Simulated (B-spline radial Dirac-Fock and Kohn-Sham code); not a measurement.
## Se⁺ 3d3/2: cross section and angular parameters

System: selenium as Se⁺, [Ar] 3d10 4s2 4p3; threshold 75.42 eV (orbital energy of the model). These are calculated numbers from a radial B-spline solver; the model is Dirac-Hartree-Slater photoionisation with a Latter tail; cross sections with all multipoles, angular parameters from the dipole term and its interference with E2.

For linearly polarised light dσ/dΩ = σ/(4π) [1 + β P₂(cos θ) + (δ + γ cos²θ) sin θ cos φ], with θ from the polarisation vector and φ the angle between the beam and the projection of the electron momentum on the plane normal to the polarisation.

| hν (eV) | σ (kb) | β | γ | δ |
| --- | --- | --- | --- | --- |
| 89.2 | 1240 | 0.218 | 0.000 | 0.005 |
| 113 | 2380 | 0.067 | -0.011 | 0.009 |
| 148 | ? | ? | ? | ? |
| 150 | 2610 | 0.399 | -0.010 | 0.015 |
| 183 | 2320 | 0.621 | -0.004 | 0.017 |
| 216 | 1900 | 0.773 | 0.004 | 0.020 |
| 235 | 1670 | 0.840 | 0.010 | 0.021 |
| 296 | 1110 | 0.992 | 0.030 | 0.025 |
| 312 | 1000 | 1.021 | 0.036 | 0.026 |
| 400 | 577 | 1.130 | 0.074 | 0.031 |
| 492 | 346 | 1.187 | 0.116 | 0.036 |
| 905 | 62.3 | 1.209 | 0.310 | 0.055 |
| 1486.9 | 12.7 | 1.102 | 0.525 | 0.082 |
| 2000 | 4.62 | 1.004 | 0.662 | 0.108 |
| 2170 | 3.46 | 0.974 | 0.699 | 0.117 |
| 3450 | 0.636 | 0.797 | 0.896 | 0.180 |
| 4000 | 0.362 | 0.741 | 0.953 | 0.207 |
| 4100 | 0.330 | 0.731 | 0.962 | 0.212 |
| 4430 | 0.245 | 0.703 | 0.990 | 0.228 |
| 5414.7 | 0.111 | 0.631 | 1.059 | 0.273 |
| 6000 | 0.0741 | 0.596 | 1.093 | 0.299 |
| 7580 | 0.0288 | 0.518 | 1.162 | 0.365 |
| 9580 | 0.0109 | 0.442 | 1.219 | 0.444 |
| 9990 | 0.00916 | 0.429 | 1.226 | 0.459 |
| 15000 | 0.00162 | 0.309 | 1.252 | 0.630 |

**Question.** Give the values at 148 eV.

**Answer.** σ = 2620 kb, β = 0.382, γ = -0.010, δ = 0.014.
